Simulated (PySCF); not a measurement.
How methods differ on the excitation energy of W(2+)

W(2+) [Xe] 4f14 5d4 (5D) → W(2+) [Xe] 4f14 5d3 6s1 (5F), as a difference of total energies. Computed with PySCF 2.14 in aug-cc-pVTZ-PP with ECP60MDF, with scalar relativity through the core potential. Correlated levels: valence: 5s2 5p6 frozen. The calculations carry no spin-orbit coupling.

```
           method  excitation energy (eV)
              UHF                   1.269
              LDA                   1.085
              PBE                   1.144
             PBE0                   1.293
           r2SCAN                   1.004
             BP86                   1.096
           B2PLYP                   1.243
              M06                   1.776
            TPSSh                   1.189
    MP2 (valence)                   1.377
SCS-MP2 (valence)                   1.305
```

Q: How much does correlation contribute at MP2 (valence)?

A: 1.377 − (1.269) = 0.108 eV, measured against UHF.
